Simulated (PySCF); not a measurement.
Excitation energy of Be by level of theory

Be [He] 2s2 (1S) → Be [He] 2s1 2p1 (3P), as a difference of total energies. Computed with PySCF 2.14 in dyall-av3z (15s9p4d2f, 76 functions), with no relativity, point nucleus. Correlated levels: valence: 1s2 frozen; virtual orbitals above 40 to 60 times the deepest correlated orbital energy dropped. The calculations carry no spin-orbit coupling.

```tsv
method	excitation energy (cm⁻¹)
UHF	13029
MP2 (valence)	18813
SCS-MP2 (valence)	20507
CCSD (valence)	22046
```

Errors of the correlated levels include the incompleteness of this basis and the frozen core.

With two correlated electrons CCSD is exact in that space.

For comparison: 21980 cm⁻¹ (measured; NIST levels, between the centres of gravity of the two terms).
